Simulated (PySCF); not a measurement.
1-butanol (C4H10O), SMILES CCCCO. Atoms are numbered in the order given.

```xyz
15

C     -0.2937     2.5199     0.0000
C      0.5262     1.2291     0.0000
C     -0.3365    -0.0346     0.0000
C      0.4714    -1.3247     0.0000
O     -0.4291    -2.4193     0.0000
H     -0.9499     2.5796     0.8933
H      0.3547     3.4192     0.0000
H     -0.9499     2.5796    -0.8933
H      1.1993     1.2156    -0.8864
H      1.1993     1.2156     0.8864
H     -1.0061    -0.0427    -0.8880
H     -1.0061    -0.0427     0.8880
H      1.1434    -1.3363    -0.8964
H      1.1434    -1.3363     0.8964
H      0.1002    -3.2358     0.0000
```
Charge 0, spin multiplicity 1.

Coordinates come from a PBE-D3(BJ)/def2-SVP optimisation. One conformer was computed; it need not be the lowest.

All values below come from PBE-D3(BJ)/def2-SVP in PySCF.

No scaling factor is applied to the harmonic values.

Estimate the vibrational spectrum. (An estimate is asked for; the answer gives what the named calculation found.)


```json
[
 {"mode": "1", "ν (cm⁻¹)": "113", "IR (km/mol)": "2.8", "moving atoms (share of kinetic energy)": "C 52 %, H 47 %"},
 {"mode": "2", "ν (cm⁻¹)": "116", "IR (km/mol)": "2.8", "moving atoms (share of kinetic energy)": "H 39 %, C 36 %, O 25 %"},
 {"mode": "3", "ν (cm⁻¹)": "180", "IR (km/mol)": "2.1", "moving atoms (share of kinetic energy)": "C 50 %, H 28 %, O 22 %"},
 {"mode": "4", "ν (cm⁻¹)": "252", "IR (km/mol)": "1.6", "moving atoms (share of kinetic energy)": "H 89 %, C 11 %"},
 {"mode": "5", "ν (cm⁻¹)": "277", "IR (km/mol)": "109.4", "moving atoms (share of kinetic energy)": "H 93 %"},
 {"mode": "6", "ν (cm⁻¹)": "390", "IR (km/mol)": "0.1", "moving atoms (share of kinetic energy)": "C 64 %, H 28 %, O 8 %"},
 {"mode": "7", "ν (cm⁻¹)": "434", "IR (km/mol)": "11.4", "moving atoms (share of kinetic energy)": "C 42 %, O 36 %, H 21 %"},
 {"mode": "8", "ν (cm⁻¹)": "733", "IR (km/mol)": "3.3", "moving atoms (share of kinetic energy)": "H 93 %"},
 {"mode": "9", "ν (cm⁻¹)": "792", "IR (km/mol)": "1.3", "moving atoms (share of kinetic energy)": "H 89 %, C 11 %"},
 {"mode": "10", "ν (cm⁻¹)": "888", "IR (km/mol)": "12.3", "moving atoms (share of kinetic energy)": "H 58 %, C 41 %"},
 {"mode": "11", "ν (cm⁻¹)": "920", "IR (km/mol)": "0.0", "moving atoms (share of kinetic energy)": "H 87 %, C 12 %"},
 {"mode": "12", "ν (cm⁻¹)": "1001", "IR (km/mol)": "1.8", "moving atoms (share of kinetic energy)": "C 70 %, H 27 %"},
 {"mode": "13", "ν (cm⁻¹)": "1048", "IR (km/mol)": "46.3", "moving atoms (share of kinetic energy)": "C 45 %, H 45 %, O 10 %"},
 {"mode": "14", "ν (cm⁻¹)": "1070", "IR (km/mol)": "28.5", "moving atoms (share of kinetic energy)": "C 53 %, H 34 %, O 14 %"},
 {"mode": "15", "ν (cm⁻¹)": "1098", "IR (km/mol)": "24.1", "moving atoms (share of kinetic energy)": "C 52 %, H 32 %, O 16 %"},
 {"mode": "16", "ν (cm⁻¹)": "1144", "IR (km/mol)": "1.9", "moving atoms (share of kinetic energy)": "H 55 %, C 43 %"},
 {"mode": "17", "ν (cm⁻¹)": "1196", "IR (km/mol)": "0.0", "moving atoms (share of kinetic energy)": "H 76 %, C 22 %"},
 {"mode": "18", "ν (cm⁻¹)": "1203", "IR (km/mol)": "32.5", "moving atoms (share of kinetic energy)": "H 76 %, C 23 %"},
 {"mode": "19", "ν (cm⁻¹)": "1258", "IR (km/mol)": "28.7", "moving atoms (share of kinetic energy)": "H 74 %, C 22 %"},
 {"mode": "20", "ν (cm⁻¹)": "1260", "IR (km/mol)": "0.6", "moving atoms (share of kinetic energy)": "H 91 %, C 9 %"},
 {"mode": "21", "ν (cm⁻¹)": "1268", "IR (km/mol)": "0.3", "moving atoms (share of kinetic energy)": "H 91 %, C 9 %"},
 {"mode": "22", "ν (cm⁻¹)": "1336", "IR (km/mol)": "4.3", "moving atoms (share of kinetic energy)": "H 68 %, C 31 %"},
 {"mode": "23", "ν (cm⁻¹)": "1353", "IR (km/mol)": "2.5", "moving atoms (share of kinetic energy)": "H 66 %, C 34 %"},
 {"mode": "24", "ν (cm⁻¹)": "1411", "IR (km/mol)": "6.6", "moving atoms (share of kinetic energy)": "H 68 %, C 30 %"},
 {"mode": "25", "ν (cm⁻¹)": "1414", "IR (km/mol)": "0.4", "moving atoms (share of kinetic energy)": "H 89 %, C 11 %"},
 {"mode": "26", "ν (cm⁻¹)": "1420", "IR (km/mol)": "7.0", "moving atoms (share of kinetic energy)": "H 97 %"},
 {"mode": "27", "ν (cm⁻¹)": "1423", "IR (km/mol)": "0.9", "moving atoms (share of kinetic energy)": "H 92 %, C 8 %"},
 {"mode": "28", "ν (cm⁻¹)": "1434", "IR (km/mol)": "4.5", "moving atoms (share of kinetic energy)": "H 92 %, C 8 %"},
 {"mode": "29", "ν (cm⁻¹)": "1460", "IR (km/mol)": "5.1", "moving atoms (share of kinetic energy)": "H 91 %, C 9 %"},
 {"mode": "30", "ν (cm⁻¹)": "2868", "IR (km/mol)": "70.4", "moving atoms (share of kinetic energy)": "H 95 %"},
 {"mode": "31", "ν (cm⁻¹)": "2898", "IR (km/mol)": "66.9", "moving atoms (share of kinetic energy)": "H 90 %, C 10 %"},
 {"mode": "32", "ν (cm⁻¹)": "2951", "IR (km/mol)": "19.1", "moving atoms (share of kinetic energy)": "H 95 %"},
 {"mode": "33", "ν (cm⁻¹)": "2964", "IR (km/mol)": "15.0", "moving atoms (share of kinetic energy)": "H 96 %"},
 {"mode": "34", "ν (cm⁻¹)": "2967", "IR (km/mol)": "52.9", "moving atoms (share of kinetic energy)": "H 96 %"},
 {"mode": "35", "ν (cm⁻¹)": "2989", "IR (km/mol)": "4.8", "moving atoms (share of kinetic energy)": "H 91 %, C 9 %"},
 {"mode": "36", "ν (cm⁻¹)": "3019", "IR (km/mol)": "37.6", "moving atoms (share of kinetic energy)": "H 90 %, C 10 %"},
 {"mode": "37", "ν (cm⁻¹)": "3050", "IR (km/mol)": "36.9", "moving atoms (share of kinetic energy)": "H 91 %, C 9 %"},
 {"mode": "38", "ν (cm⁻¹)": "3058", "IR (km/mol)": "25.6", "moving atoms (share of kinetic energy)": "H 91 %, C 9 %"},
 {"mode": "39", "ν (cm⁻¹)": "3723", "IR (km/mol)": "20.0", "moving atoms (share of kinetic energy)": "H 94 %"}
]
```
